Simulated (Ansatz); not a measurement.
PBE exchange is replaced step by step with exact exchange (0 % is PBE, 25 % PBE0; no dispersion term), basis def2-TZVP, Ansatz. System: Mg₄H₃. Charge 0, multiplicity 2. Geometry: r2SCAN-D4/def2-TZVP, each spin state at its own.

The relaxed quartet has other bonds than the doublet, so its gap is one between isomers.

Geometry of the doublet:

```tsv
atom	x (Å)	y (Å)	z (Å)
Mg1	-1.3361	1.0554	-0.5675
Mg2	1.0193	-1.0981	0.9876
Mg3	1.7493	1.3565	-0.7717
Mg4	0.3139	-1.1213	-2.0285
H5	-2.8201	1.9145	-0.5866
H6	-0.4707	-0.0308	0.6708
H7	1.5445	-2.0762	2.2959
```

The structure comes from a short search, and lower isomers may exist.

HOMO and LUMO are taken over both spins.

```json
{"exact exchange (%)": "0", "HOMO (eV)": "-4.19", "LUMO (eV)": "-3.48", "gap (eV)": "0.71", "⟨S²⟩": "0.762", "quartet − doublet (kJ/mol)": "99.8"}
{"exact exchange (%)": "5", "HOMO (eV)": "-4.33", "LUMO (eV)": "-3.36", "gap (eV)": "0.97", "⟨S²⟩": "0.764", "quartet − doublet (kJ/mol)": "97.9"}
{"exact exchange (%)": "10", "HOMO (eV)": "-4.48", "LUMO (eV)": "-3.24", "gap (eV)": "1.24", "⟨S²⟩": "0.765", "quartet − doublet (kJ/mol)": "96.0"}
{"exact exchange (%)": "25", "HOMO (eV)": "-4.92", "LUMO (eV)": "-2.88", "gap (eV)": "2.04", "⟨S²⟩": "0.771", "quartet − doublet (kJ/mol)": "90.3"}
{"exact exchange (%)": "35", "HOMO (eV)": "-5.21", "LUMO (eV)": "-2.64", "gap (eV)": "2.58", "⟨S²⟩": "0.775", "quartet − doublet (kJ/mol)": "86.5"}
{"exact exchange (%)": "50", "HOMO (eV)": "-5.66", "LUMO (eV)": "-2.27", "gap (eV)": "3.39", "⟨S²⟩": "0.782", "quartet − doublet (kJ/mol)": "80.7"}
```

(1) Estimate the row for 15 %.

## Answers

(1) 
```json
{"exact exchange (%)": "15", "HOMO (eV)": "-4.62", "LUMO (eV)": "-3.12", "gap (eV)": "1.50", "⟨S²⟩": "0.767", "quartet − doublet (kJ/mol)": "94.1"}
```
